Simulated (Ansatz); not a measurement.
Two structures of SiAsH7O, singlet, reached by relaxing down either side of one saddle point (PBE0-D4/def2-TZVP). Energies are electronic, without zero-point energy. Program: Ansatz 0.2.0. Basis: def2-TZVPP and def2-QZVPP. Cores are frozen in the correlated methods. Filled d shells of the heavier atoms are correlated. The def2 sets are not built for correlating such inner shells, so the correlated values are less sure here. Extrapolation: Hartree–Fock as exp(−7.88 √X), correlation as X^−2.97. First:

Si1  (-1.487, 0.558, 0.598)
H2  (2.542, 1.601, -0.159)
H3  (-2.555, 0.499, -0.442)
H4  (-1.933, -0.240, 1.777)
O5  (-0.439, 1.674, 0.677)
H6  (1.304, -1.339, 0.428)
As7  (0.076, -1.199, -0.425)
H8  (1.838, 1.725, 0.074)
H9  (-0.067, -2.639, -0.866)
H10  (0.720, -0.640, -1.662)
(Å)

Second:

Si1  (-1.038, 0.198, 0.252)
H2  (2.661, 1.743, -0.262)
H3  (-1.487, 1.108, -0.839)
H4  (-2.211, -0.250, 1.038)
O5  (-0.058, 0.968, 1.330)
H6  (2.511, 1.034, -0.446)
As7  (0.128, -1.571, -0.804)
H8  (0.785, 1.287, 1.003)
H9  (-0.174, -2.552, 0.318)
H10  (-1.116, -1.965, -1.589)
(Å)

(1) Which bonds change from the first to the second?

(2) Give the saddle point's structure and its height above each. (An estimate is asked for; the value comes from the calculation.)

The search had been set up for a four-centre ligand exchange (forming Si1–As7, H2–H6, breaking Si1–H2, H6–As7); from that guess it ended on this step instead.

The T1 diagnostic stays at or below 0.016.

## Answers

(1) SiAsH₅O ([O][SiH2][AsH3]) + H₂ → SiAsH₅O ([OH][SiH2][AsH2]) + H₂; bonds formed: H2–H6, O5–H8; bonds broken: H2–H8, H6–As7.

(2) By the calculation: 1.127 eV above the first and 2.937 eV above the second (CCSD(T) at an estimated basis limit (MP2 extrapolated from triple and quadruple zeta, plus CCSD(T) − MP2 in triple zeta)).
```xyz
10
angstrom
Si -1.1974 0.5422 0.4958
H 2.0028 0.9652 0.1058
H -2.2393 0.8760 -0.5142
H -1.8308 -0.1947 1.6241
O -0.0626 1.5838 0.8009
H 1.4998 -0.0796 -0.3182
As 0.2280 -1.1007 -0.5928
H 1.1941 1.2909 0.4201
H 0.3919 -2.4584 0.0181
H 0.0134 -1.4246 -2.0394
```

Labels in which every atom is bracketed show which atoms are joined, not bond orders.

For scale, one of the runs: CCSD(T)/def2-TZVPP, 219 basis functions, launched by `ansatz run in.yaml --threads 4 --pin off --events-out ev --progress --plain --max-ram 9574MiB`. Time: 87 s of wall clock on 4 CPU threads of an Arm Neoverse V1; the host was shared. Peak host memory: 3.2 GiB.
